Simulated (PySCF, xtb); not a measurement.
**Relative energy of two structures of GaHNO−**

Structure I: a singlet given by its coordinates. Structure II: a singlet given by its coordinates. Both are isolated ions in the gas phase, relaxed with PBE0-D4/def2-SVPD.

I (Å):

```xyz
4

Ga   -1.1382   -0.2631    0.4091
N     0.6401   -0.2618   -0.4851
O     0.6604   -0.4927    0.9892
H     0.9623    0.7117   -0.5843
```

Close contacts (Å): Ga1–N2 1.99, Ga1–O3 1.90, N2–O3 1.49, N2–H4 1.03.

II (Å):

```yaml
atoms:
  - { symbol: Ga, position_ang: [-0.1901, -0.3578, 0.7223] }
  - { symbol: N, position_ang: [-1.5852, -1.2171, 1.1711] }
  - { symbol: O, position_ang: [1.3421, 0.5673, 0.2432] }
  - { symbol: H, position_ang: [1.1139, 1.3228, -0.3054] }
```

Close contacts (Å): Ga1–N2 1.70, Ga1–O3 1.85, O3–H4 0.96.

Problem. Estimate E(II) − E(I) at the level CCSD(T)/def2-SVPD + ΔMP2/def2-TZVPPD.

Solution. CCSD(T)/def2-SVPD + ΔMP2/def2-TZVPPD gives E(II) − E(I) = −0.18 kcal/mol, slightly favouring structure II, which is too small a margin to settle the true order.

The same difference at several levels:

| level | geometry | E(II) − E(I) (kcal/mol) | departure from the last row (kcal/mol) | job, with rough time for the two |
| --- | --- | --- | --- | --- |
| GFN2-xTB | GFN2-xTB | +6.75 | +6.94 | optimisation, 0.37 s |
| HF/STO-3G | GFN2-xTB | +27.26 | +27.44 | single point, 3.1 s |
| r2SCAN-D4/def2-SVPD | GFN2-xTB | +14.29 | +14.47 | single point, 25 s |
| PBE0-D4/def2-SVPD | PBE0-D4/def2-SVPD | +10.64 | +10.82 | optimisation, 3 min |
| HF/def2-SVPD | PBE0-D4/def2-SVPD | +21.09 | +21.27 | part of the CCSD(T) run |
| MP2/def2-SVPD | PBE0-D4/def2-SVPD | −17.28 | −17.10 | part of the CCSD(T) run |
| CCSD(T)/def2-SVPD | PBE0-D4/def2-SVPD | −2.41 | −2.23 | single point |
| CCSD(T)/def2-SVPD + ΔMP2/def2-TZVPPD | PBE0-D4/def2-SVPD | −0.18 |  | single point, 84 s |

The largest departure from CCSD(T)/def2-SVPD + ΔMP2/def2-TZVPPD is that of HF/STO-3G, 27.44 kcal/mol. The last row adds to CCSD(T) the change of the MP2 difference between the two basis sets, here +2.23 kcal/mol.

With thermal terms from frequencies at re-optimised GFN2-xTB minima (ideal gas, soft modes damped towards free rotors, one conformer each, 298.15 K, 1 atm): on the last row, ΔE + ΔZPE = −1.28, ΔH = −0.69, ΔG = +0.87 kcal/mol.

The T1 diagnostic of structures I and II is large, so the coupled-cluster value is less sure. The correlated steps freeze 11 core orbitals; the filled d shell of Ga is correlated, in a basis made for valence electrons. Run with PySCF 2.14.0, xtb 6.7.1; the last row on 2 threads of Intel(R) Xeon(R) Processor @ 2.50GHz (Skylake/Cascade Lake) on a shared host.
